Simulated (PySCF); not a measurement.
C4H7NO, SMILES C/N=C(\C)C=O. Geometry optimised at ωB97X-D3(BJ)/def2-SVP. The structure was generated by enumeration; whether it is a known compound was not checked. Other conformers were not sampled.

Computed equilibrium geometry at ωB97X-D3(BJ)/def2-SVP (PySCF confirms it by a frequency run) as a Z-matrix (one conformer of several):
```
C
N 1 1.2737
C 2 1.4485 1 118.64
H 3 1.0992 2 110.03 1 -179.10
H 3 1.1050 4 108.38 2 -122.20
H 3 1.1050 4 108.31 5 -115.90
C 1 1.5041 2 127.52 3 0.03
H 7 1.0978 1 109.90 2 179.99
H 7 1.1023 8 109.15 1 121.53
H 7 1.1023 8 109.15 9 116.95
C 1 1.5081 2 114.55 3 -179.95
O 11 1.2047 1 123.95 2 179.95
H 11 1.1167 12 123.20 1 180.00
```
